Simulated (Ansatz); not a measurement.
## One arrangement of a pair

The pair of Li⁺ (SMILES [Li+], atom 1) and SiH3F (SMILES [SiH3]F, atoms 2–6), both closed shells, in one local arrangement (a lower one may exist), relaxed at PBE0-D4/def2-TZVP:

Li1  (0.144, -0.070, -2.758)
Si2  (-0.036, 0.017, 0.679)
F3  (0.054, -0.024, -1.007)
H4  (-1.398, -0.459, 0.969)
H5  (0.200, 1.433, 1.008)
H6  (1.036, -0.897, 1.109)
(Å)

Computed with Ansatz 0.2.0 (basis: def2-TZVPPD, with def2-QZVPPD for the basis limit); correlated methods freeze the cores. The outer core shell of Li, Na, Mg and K is correlated. B3LYP uses VWN-RPA correlation. Extrapolation: Hartree–Fock as exp(−7.88 √X), correlation as X^−2.97. Interaction energies count from these two fragments, frozen as in the pair, with the counterpoise correction; negative means bound.

(1) What is the interaction energy by CCSD(T) at an estimated basis limit (MP2 extrapolated from triple and quadruple zeta, plus CCSD(T) − MP2 in triple zeta)? (To be estimated.)

(2) Which atoms make the shortest contact between the fragments?

T1 diagnostic: at most 0.012.

Results:

(1) By the calculation: -31.68 kcal/mol. Hartree–Fock alone gives -33.94 kcal/mol at the basis limit. It counts from the two fragments frozen as in the pair.

The same quantity by other methods in triple zeta, and each one's difference from that estimate:
```csv
method,E_int (kcal/mol),difference
PBE-D4,-30.88,0.80
revPBE-D4,-29.79,1.88
BLYP-D4,-31.70,-0.02
r2SCAN-D4,-29.87,1.80
B97M-V,-30.12,1.56
PBE0-D4,-32.06,-0.38
B3LYP-D4,-32.85,-1.17
HSE06-D4,-32.02,-0.34
wB97X-V,-31.40,0.27
wB97M-V,-31.44,0.23
B2PLYP,-32.08,-0.40
HF,-33.33,-1.65
MP2,-30.47,1.21
CCSD,-31.24,0.44
CCSD(T),-30.70,0.98
```
Differences are method less estimate.

(2) Li1 and F3, 1.75 Å apart.

Energy to bend the free fragments (PBE0-D4 minima) into their shapes in the pair, CCSD(T)/def2-TZVPPD: SiH3F 3.38 kcal/mol. This must be added to the interaction energy to get the binding energy from relaxed fragments.

Basis-set superposition shift (counterpoise-corrected less uncorrected): CCSD(T) 0.38; MP2 0.33; HF 0.03; PBE0-D4 0.05; wB97M-V 0.08 kcal/mol.

For scale, one of the runs: CCSD(T)/def2-TZVPPD, 161 basis functions (an equivalent command: `ansatz run in.yaml --threads 2`). The run took 11 s on 2 CPU threads (shared host), with 1.2 GiB of host memory at its peak.
